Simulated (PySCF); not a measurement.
CH₃S (SMILES [CH2]S), doublet, at a GFN2-xTB geometry; WB97M-V/6-311G** run with PySCF.

Input for PySCF:
```python
from pyscf import gto, scf, dft

mol = gto.M(
    atom='''
C    -1.02146612    0.46706793    0.14055695
S     0.49058300   -0.30759629   -0.06036175
H    -1.87838970   -0.16555566    0.03006651
H    -1.10155858    1.51833989   -0.04333163
H     1.25941691    0.76634894    0.13571148
''',
    basis='6-311g**',
    spin=1,
    verbose=4,
)

mf = dft.UKS(mol)
mf.xc = 'wb97m_v'
mf.grids.atom_grid = (99, 590)
mf.grids.prune = None
mf.kernel()
```

Q: Write the output that PySCF gives for this input, abridged.

A: 
```
PySCF version 2.14.0

[INPUT] verbose = 4
[INPUT] num. atoms = 5
[INPUT] num. electrons = 25
[INPUT] charge = 0
[INPUT] spin (= nelec alpha-beta = 2S) = 1
[INPUT] symmetry False subgroup None
[INPUT] Mole.unit = angstrom
[INPUT] Symbol           X                Y                Z      unit          X                Y                Z       unit  Magmom
[INPUT]  1 C     -1.021466120000   0.467067930000   0.140556950000 AA   -1.930291212322   0.882630469268   0.265614140404 Bohr   0.0
[INPUT]  2 S      0.490583000000  -0.307596290000  -0.060361750000 AA    0.927067511368  -0.581272745032  -0.114067175899 Bohr   0.0
[INPUT]  3 H     -1.878389700000  -0.165555660000   0.030066510000 AA   -3.549642088204  -0.312854855772   0.056817469421 Bohr   0.0
[INPUT]  4 H     -1.101558580000   1.518339890000  -0.043331630000 AA   -2.081644026365   2.869246556102  -0.081884913231 Bohr   0.0
[INPUT]  5 H      1.259416910000   0.766348940000   0.135711480000 AA    2.379953036546   1.448189612451   0.256457529159 Bohr   0.0

nuclear repulsion = 51.0671548169206
number of shells = 32
number of NR pGTOs = 100
number of NR cGTOs = 62
basis = 6-311g**
ecp = {}

******** <class 'pyscf.dft.uks.UKS'> ********
method = UKS
initial guess = minao
damping factor = 0
level_shift factor = 0
DIIS = <class 'pyscf.scf.diis.CDIIS'>
diis_start_cycle = 1
diis_space = 8
diis_damp = 0
SCF conv_tol = 1e-09
SCF conv_tol_grad = None
SCF max_cycles = 50
direct_scf = True
direct_scf_tol = 1e-13
number electrons alpha = 13  beta = 12
XC library pyscf.dft.libxc version 7.1.2
    S. Lehtola, C. Steigemann, M. J. T. Oliveira, and M. A. L. Marques,  SoftwareX 7, 1–5 (2018)
XC functionals = wb97m_v
    N. Mardirossian and M. Head-Gordon,  J. Chem. Phys. 144, 214110 (2016)
radial grids:
    Treutler-Ahlrichs [JCP 102, 346 (1995); DOI:10.1063/1.469408] (M4) radial grids

becke partition: Becke, JCP 88, 2547 (1988); DOI:10.1063/1.454033
pruning grids: None
grids dens level: 3
symmetrized grids: False
atomic radii adjust function: <function treutler_atomic_radii_adjust>
User specified grid scheme (99, 590)
** Following is NLC and NLC Grids **
NLC functional = wb97m_v
radial grids:
    Treutler-Ahlrichs [JCP 102, 346 (1995); DOI:10.1063/1.469408] (M4) radial grids

becke partition: Becke, JCP 88, 2547 (1988); DOI:10.1063/1.454033
pruning grids: <function nwchem_prune>
grids dens level: 3
symmetrized grids: False
atomic radii adjust function: <function treutler_atomic_radii_adjust>
small_rho_cutoff = 0
Set gradient conv threshold to 3.16228e-05
tot grids = 292056
tot grids = 62424
init E= -438.060249439234

cycle= 1 E= -437.989067802975  delta_E= 0.0712  |g|= 0.138  |ddm|= 1.23
cycle= 2 E= -438.000277922713  delta_E= -0.0112  |g|= 0.044  |ddm|= 0.181
cycle= 3 E= -438.001479188596  delta_E= -0.0012  |g|= 0.0121  |ddm|= 0.047
cycle= 4 E= -438.001670353783  delta_E= -0.000191  |g|= 0.00544  |ddm|= 0.0204
cycle= 5 E= -438.001724197054  delta_E= -5.38e-05  |g|= 0.00267  |ddm|= 0.0103
cycle= 6 E= -438.001739058084  delta_E= -1.49e-05  |g|= 0.00105  |ddm|= 0.00611
cycle= 7 E= -438.00174258981  delta_E= -3.53e-06  |g|= 0.000472  |ddm|= 0.00326
cycle= 8 E= -438.001742991348  delta_E= -4.02e-07  |g|= 0.000118  |ddm|= 0.00125
cycle= 9 E= -438.001743020611  delta_E= -2.93e-08  |g|= 3.4e-05  |ddm|= 0.000371
cycle= 10 E= -438.001743023394  delta_E= -2.78e-09  |g|= 8.94e-06  |ddm|= 0.000128
cycle= 11 E= -438.001743023647  delta_E= -2.53e-10  |g|= 3.13e-06  |ddm|= 4.72e-05
Extra cycle  E= -438.001743023675  delta_E= -2.76e-11  |g|= 1.68e-06  |ddm|= 1.4e-05
converged SCF energy = -438.001743023675  <S^2> = 0.75347456  2S+1 = 2.0034715
```
